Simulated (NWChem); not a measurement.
System: C4H7F; SMILES C1(C)(F)CC1

NWChem input:

```
start job
memory heap 200 mb stack 900 mb global 1100 mb
geometry units angstroms noautosym nocenter noautoz
  C      1.057502    -1.184232     0.000000
  C     -0.027814    -0.152750     0.000000
  F     -1.267400    -0.732053     0.000000
  C      0.077039     1.126516    -0.756727
  C      0.077039     1.126516     0.756727
  H      0.979312    -1.824066    -0.892311
  H      2.048076    -0.708745     0.000000
  H      0.979312    -1.824066     0.892311
  H     -0.832943     1.471948    -1.253809
  H      1.006468     1.348890    -1.288304
  H     -0.832943     1.471948     1.253809
  H      1.006468     1.348890     1.288304
end
basis spherical
  * library 6-311g**
end
dft
  xc b3lyp
  iterations 150
end
property
  shielding 8 1 2 3 4 6 7 9 10
end
task dft property
```

Parts of the log:

```
             Northwest Computational Chemistry Package (NWChem) 7.3.0
             --------------------------------------------------------

                             Geometry "geometry" -> ""
                             -------------------------

 Output coordinates in angstroms (scale by  1.889725989 to convert to a.u.)

  No.       Tag          Charge          X              Y              Z
 ---- ---------------- ---------- -------------- -------------- --------------
    1 C                    6.0000     1.05750200    -1.18423200     0.00000000
    2 C                    6.0000    -0.02781400    -0.15275000     0.00000000
    3 F                    9.0000    -1.26740000    -0.73205300     0.00000000
    4 C                    6.0000     0.07703900     1.12651600    -0.75672700
    5 C                    6.0000     0.07703900     1.12651600     0.75672700
    6 H                    1.0000     0.97931200    -1.82406600    -0.89231100
    7 H                    1.0000     2.04807600    -0.70874500     0.00000000
    8 H                    1.0000     0.97931200    -1.82406600     0.89231100
    9 H                    1.0000    -0.83294300     1.47194800    -1.25380900
   10 H                    1.0000     1.00646800     1.34889000    -1.28830400
   11 H                    1.0000    -0.83294300     1.47194800     1.25380900
   12 H                    1.0000     1.00646800     1.34889000     1.28830400

 Effective nuclear repulsion energy (a.u.)     183.9163339383

                              NWChem Property Module
                              ----------------------

  itol2e modified to match energy
  convergence criterion.

                                 NWChem DFT Module
                                 -----------------

 Summary of "ao basis" -> "ao basis" (spherical)
 ------------------------------------------------------------------------------
       Tag                 Description            Shells   Functions and Types
 ---------------- ------------------------------  ------  ---------------------
 C                          6-311g**                 8       18   4s3p1d
 F                          6-311g**                 8       18   4s3p1d
 H                          6-311g**                 4        6   3s1p

  itol2e modified to match energy
  convergence criterion.

[...]

          -----------------------------------------
          Chemical Shielding Tensors (GIAO, in ppm)
          -----------------------------------------

                                NWChem CPHF Module
                                ------------------

  scftype          =     RHF
  nclosed          =       20
  nopen            =        0
  variables        =     2240
  # of vectors     =        3
  tolerance        = 0.10D-03
  level shift      = 0.00D+00
  max iterations   =       50
  max subspace     =       30

 SCF residual:    1.0906800121400885E-004

Iterative solution of linear equations
  No. of variables     2240
  No. of equations        3
  Maximum subspace       30
        Iterations       50
       Convergence  1.0D-04

   iter   nsub   residual    time
   ----  ------  --------  ---------
     1      3    2.46D-01      79.1
     2      6    7.74D-03      85.3
     3      9    5.87D-04      91.4
     4     12    2.00D-05      97.6

      Atom:    1  C
        Diamagnetic
    250.8847     -7.2675     -0.0000
     -7.2675    248.2159      0.0000
     -0.0000      0.0000    239.9298

        Paramagnetic
    -81.2021     -7.7477      0.0000
     -7.7477    -77.8128      0.0000
      0.0000      0.0000   -100.8733

        Total Shielding Tensor
    169.6826    -15.0152      0.0000
    -15.0152    170.4031      0.0000
      0.0000      0.0000    139.0565

           isotropic =     159.7140
          anisotropy =      38.0224

          Principal Components and Axis System
                 1           2           3
              185.0623    155.0233    139.0565

      1        -0.6986      0.7155     -0.0000
      2         0.7155      0.6986     -0.0000
      3         0.0000      0.0000      1.0000

      Atom:    2  C
        Diamagnetic
    247.7187     -0.5643      0.0000
     -0.5643    248.0410      0.0000
      0.0000      0.0000    238.0261

        Paramagnetic
    -68.5884     36.5677     -0.0000
     36.5677   -173.7515     -0.0000
     -0.0000     -0.0000   -165.9702

        Total Shielding Tensor
    179.1303     36.0034     -0.0000
     36.0034     74.2896     -0.0000
     -0.0000     -0.0000     72.0559

           isotropic =     108.4919
          anisotropy =     122.7173

          Principal Components and Axis System
                 1           2           3
              190.3034     72.0559     63.1164

      1         0.9551      0.0000     -0.2964
      2         0.2964     -0.0000      0.9551
      3        -0.0000      1.0000      0.0000

      Atom:    3  F
        Diamagnetic
    488.2835     12.9704     -0.0000
     12.9704    470.7716      0.0000
     -0.0000      0.0000    463.5298

        Paramagnetic
    -47.0186    -34.4197      0.0000
    -34.4197   -104.6222      0.0000
      0.0000      0.0000   -149.0934

        Total Shielding Tensor
    441.2650    -21.4493      0.0000
    -21.4493    366.1494      0.0000
      0.0000      0.0000    314.4364

           isotropic =     373.9503
          anisotropy =     109.5121

          Principal Components and Axis System
                 1           2           3
              446.9583    360.4561    314.4364

      1         0.9665      0.2565     -0.0000
      2        -0.2565      0.9665     -0.0000
      3         0.0000      0.0000      1.0000

      Atom:    4  C
        Diamagnetic
    241.5565      1.2102     -0.9454
      1.2102    248.9677     -4.4397
     -0.9454     -4.4397    251.9762

        Paramagnetic
    -41.9561      0.1525      1.8771
      0.1525    -80.8622      2.4646
      1.8771      2.4646   -113.0186

[...]
```

Level: B3LYP/6-311G** (spherical d), GIAO. Geometry: optimised at PBE0/def2-SVP. B3LYP is NWChem's, with the RPA form of VWN correlation. The output numbers the shielded atoms by their place in the input's list. The printed shielding anisotropy is the first printed principal value minus the mean of the other two.
